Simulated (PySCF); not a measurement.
## Calculated data, FH2Si, F2H2Si

All values are calculated (PySCF 2.14.0). Calculation on a computer-drawn molecule: vertical ionisation energy to the stated ion spin, frozen-core CCSD(T) at the basis limit and cheaper methods, single-reference cases, UHF for radicals, no spin-orbit; all values are single points at the evaluated structure, the first of each entry, which is the reference or a displaced copy of it and isn't optimised; the reference structure only sets the zero of the energies above reference; triples share is (T) over the correlation energy.

Common to all runs: charge 0; diffuse functions no; basis cc-pV(n+d)Z; reference is the Hartree-Fock double-zeta minimum; best is HF at quadruple zeta + MP2 correlation extrapolated from triple and quadruple zeta + CCSD(T) minus MP2 at triple zeta; basis step is the size of the change from the same recipe one zeta lower.

(1) FH2Si

Evaluated structure:
```xyz
4
FH2Si
F     -2.3900     0.6496     1.4991
Si    -2.7000     0.4125     3.0732
H     -1.2394    -0.1996     3.8492
H     -3.8118    -0.5550     3.1648
```

Reference structure:
```xyz
4
FH2Si
F     -2.3769     0.6420     1.5055
Si    -2.7052     0.4107     3.0751
H     -1.4815    -0.1055     3.7244
H     -3.8160    -0.5604     3.1690
```

Settings of this run: multiplicity 2 and ion multiplicity 1.

The calculation gives: ionisation energy best 9.126 eV; ionisation energy basis step 0.05437 eV; energy above reference best 11.05 kcal/mol; energy above reference basis step 0.01943 kcal/mol; total energy HF triple zeta -389.5839 hartree; total energy CCSD(T) triple zeta -389.9726 hartree; total energy best -390.0418 hartree; T1 diagnostic at triple zeta 0.01508; D1 diagnostic at triple zeta 0.04367; spin squared at triple zeta 0.756; ion T1 diagnostic at triple zeta 0.01884; ion D1 diagnostic at triple zeta 0.05406; triples share at triple zeta 0.02823; basis functions triple zeta 97; dipole magnitude HF at triple zeta 1.426 debye; dipole magnitude CCSD unrelaxed at triple zeta 1.187 debye; dipole magnitude PBE at triple zeta 1.03 debye; dipole magnitude r2SCAN at triple zeta 1.097 debye; dipole magnitude B3LYP at triple zeta 1.174 debye; dipole magnitude wB97X at triple zeta 1.187 debye.

Drawn bonds:
```
atom  other atom  order
   1           2      1
   2           3      1
   2           4      1
```

Triple zeta:
```
 method  ionisation energy (eV)  energy above reference (kcal/mol)
     HF                   9.019                               12.6
    PBE                   9.044                              8.715
 r2SCAN                   9.267                              10.21
  B3LYP                   9.195                               10.2
  wB97X                   9.131                              10.79
    MP2                   9.028                              11.93
   CCSD                   9.071                              11.11
CCSD(T)                   9.047                              10.83
```

(2) F2H2Si

Evaluated structure:
```xyz
5
F2H2Si
F      0.2771     0.2921    -0.4747
Si    -0.6496    -0.1368     0.7567
F     -1.8342    -1.0389     0.1720
H      0.1443    -0.9490     1.6765
H     -1.2290     1.0686     1.3459
```

Reference structure:
```xyz
5
F2H2Si
F      0.2771     0.2921    -0.4747
Si    -0.6496    -0.1368     0.7567
F     -1.8342    -1.0389     0.1720
H      0.1443    -0.9490     1.6765
H     -1.2290     1.0686     1.3459
```

Here we set multiplicity 1 and ion multiplicity 2.

Results for F2H2Si: ionisation energy best 13.25 eV; ionisation energy basis step 0.04788 eV; energy above reference best 0 kcal/mol; energy above reference basis step 0 kcal/mol; ionisation energy Koopmans at triple zeta 13.73 eV; ionisation energy EOM CCSD at triple zeta 13.2 eV; total energy HF triple zeta -489.2048 hartree; total energy CCSD(T) triple zeta -489.8628 hartree; total energy best -489.9866 hartree; T1 diagnostic at triple zeta 0.0114; D1 diagnostic at triple zeta 0.02555; ion T1 diagnostic at triple zeta 0.02977; ion D1 diagnostic at triple zeta 0.1549; ion spin squared at triple zeta 0.8012; triples share at triple zeta 0.02677; basis functions triple zeta 127; dipole magnitude HF at triple zeta 1.792 debye; dipole magnitude CCSD unrelaxed at triple zeta 1.547 debye; dipole magnitude PBE at triple zeta 1.381 debye; dipole magnitude r2SCAN at triple zeta 1.45 debye; dipole magnitude B3LYP at triple zeta 1.525 debye; dipole magnitude wB97X at triple zeta 1.561 debye.

Drawn bonds:
```
atom  other atom  order
   1           2      1
   2           3      1
   2           4      1
   2           5      1
```

Triple zeta:
```
 method  ionisation energy (eV)  energy above reference (kcal/mol)
     HF                   12.78                                  0
    PBE                   12.17                                  0
 r2SCAN                   12.43                                  0
  B3LYP                   12.69                                  0
  wB97X                   12.93                                  0
    MP2                   13.15                                  0
   CCSD                   13.19                                  0
CCSD(T)                   13.09                                  0
```

(3) F2H2Si

Evaluated structure:
```xyz
5
F2H2Si
F      0.1294     0.3459    -0.4637
Si    -0.7164     0.0527     0.8048
F     -1.7933    -1.0377     0.2057
H      0.2423    -0.9278     1.7132
H     -1.1246     1.1051     1.3907
```

Reference structure:
```xyz
5
F2H2Si
F      0.2771     0.2921    -0.4747
Si    -0.6496    -0.1368     0.7567
F     -1.8342    -1.0389     0.1720
H      0.1443    -0.9490     1.6765
H     -1.2290     1.0686     1.3459
```

Settings of this run: multiplicity 1 and ion multiplicity 2.

Drawn bonds:
```
atom  other atom  order
   1           2      1
   2           3      1
   2           4      1
   2           5      1
```

(4) F2H2Si

Evaluated structure:
```xyz
5
F2H2Si
F      0.2728     0.2925    -0.4774
Si    -0.5787    -0.1093     0.6700
F     -1.7666    -1.0040     0.0820
H      0.2106    -0.9140     1.5801
H     -1.1615     1.1001     1.2585
```

Reference structure:
```xyz
5
F2H2Si
F      0.2771     0.2921    -0.4747
Si    -0.6496    -0.1368     0.7567
F     -1.8342    -1.0389     0.1720
H      0.1443    -0.9490     1.6765
H     -1.2290     1.0686     1.3459
```

Settings of this run: multiplicity 1 and ion multiplicity 2.

Drawn bonds:
```
atom  other atom  order
   1           2      1
   2           3      1
   2           4      1
   2           5      1
```

Questions
1. What dipole magnitude HF at triple zeta does the calculation give for F2H2Si (entry 3)?
2. F2H2Si (entry 3): ionisation energy best?
3. Estimate the ionisation energy Koopmans at triple zeta of F2H2Si (entry 3).
4. Estimate the total energy best of F2H2Si (entry 3).
5. Estimate the T1 diagnostic at triple zeta of F2H2Si (entry 4).
6. Give the table of triple zeta values for F2H2Si (entry 4).

Answers
1. 2.504 debye
2. 12.69 eV
3. 13.03 eV
4. -489.9504 hartree
5. 0.01077
6. 
Triple zeta:
```
 method  ionisation energy (eV)  energy above reference (kcal/mol)
     HF                   12.56                              2.749
    PBE                   12.06                              6.866
 r2SCAN                   12.31                              5.177
  B3LYP                   12.55                              5.574
  wB97X                   12.77                               5.28
    MP2                   12.97                              5.398
   CCSD                   13.01                              4.777
CCSD(T)                   12.93                              5.143
```

Further results for F2H2Si (entry 3):

```
ionisation energy basis step                   : 0.0607 eV
energy above reference best                    : 22.68 kcal/mol
energy above reference basis step              : 0.06881 kcal/mol
ionisation energy EOM CCSD at triple zeta      : 12.62 eV
total energy HF triple zeta                    : -489.1678 hartree
total energy CCSD(T) triple zeta               : -489.8267 hartree
T1 diagnostic at triple zeta                   : 0.01162
D1 diagnostic at triple zeta                   : 0.02772
ion T1 diagnostic at triple zeta               : 0.02508
ion D1 diagnostic at triple zeta               : 0.1343
ion spin squared at triple zeta                : 0.7575
triples share at triple zeta                   : 0.02682
basis functions triple zeta                    : 127
dipole magnitude CCSD unrelaxed at triple zeta : 2.205 debye
dipole magnitude PBE at triple zeta            : 1.993 debye
dipole magnitude r2SCAN at triple zeta         : 2.094 debye
dipole magnitude B3LYP at triple zeta          : 2.166 debye
dipole magnitude wB97X at triple zeta          : 2.21 debye
```

Triple zeta:
```
 method  ionisation energy (eV)  energy above reference (kcal/mol)
     HF                    11.9                              23.22
    PBE                   11.86                              22.43
 r2SCAN                   12.04                              22.48
  B3LYP                    12.3                              22.36
  wB97X                   12.47                              22.61
    MP2                   12.43                              22.99
   CCSD                   12.58                              22.72
CCSD(T)                   12.52                              22.69
```

Further results for F2H2Si (entry 4):

```
ionisation energy best                         : 13.08 eV
ionisation energy basis step                   : 0.0399 eV
energy above reference best                    : 5.011 kcal/mol
energy above reference basis step              : 0.5938 kcal/mol
ionisation energy Koopmans at triple zeta      : 13.52 eV
ionisation energy EOM CCSD at triple zeta      : 13.02 eV
total energy HF triple zeta                    : -489.2005 hartree
total energy CCSD(T) triple zeta               : -489.8546 hartree
total energy best                              : -489.9786 hartree
D1 diagnostic at triple zeta                   : 0.02441
ion T1 diagnostic at triple zeta               : 0.02672
ion D1 diagnostic at triple zeta               : 0.135
ion spin squared at triple zeta                : 0.8002
triples share at triple zeta                   : 0.02603
basis functions triple zeta                    : 127
dipole magnitude HF at triple zeta             : 1.522 debye
dipole magnitude CCSD unrelaxed at triple zeta : 1.309 debye
dipole magnitude PBE at triple zeta            : 1.16 debye
dipole magnitude r2SCAN at triple zeta         : 1.221 debye
dipole magnitude B3LYP at triple zeta          : 1.288 debye
dipole magnitude wB97X at triple zeta          : 1.318 debye
```
